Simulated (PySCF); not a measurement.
Correlation energy of Ar (argon, neutral)

[Ar], closed-shell 1S. Computed with PySCF 2.14 in dyall-acv3z (19s12p6d4f, 113 functions), with the non-relativistic Hamiltonian (point nucleus). Frozen: 1s2; 16 electrons correlated; the 15 highest virtual orbitals of each spin left out.

MP2 pair energies summed by pair of shells (mhartree):

```csv
pair,energy,share (%)
2p-2p,-182.73,33.7
3p-3p,-158.41,29.2
2s-2p,-56.08,10.4
3s-3p,-50.98,9.4
2p-3p,-47.52,8.8
2p-3s,-15.36,2.8
2s-2s,-9.82,1.8
3s-3s,-9.45,1.7
2s-3p,-8.29,1.5
2s-3s,-3.01,0.6
```

Total MP2 correlation energy: -541.65 mhartree.

Same-spin part -146.13 and opposite-spin part -395.52 mhartree; SCS-MP2 scales them by 1/3 and 6/5 to -523.34 mhartree.
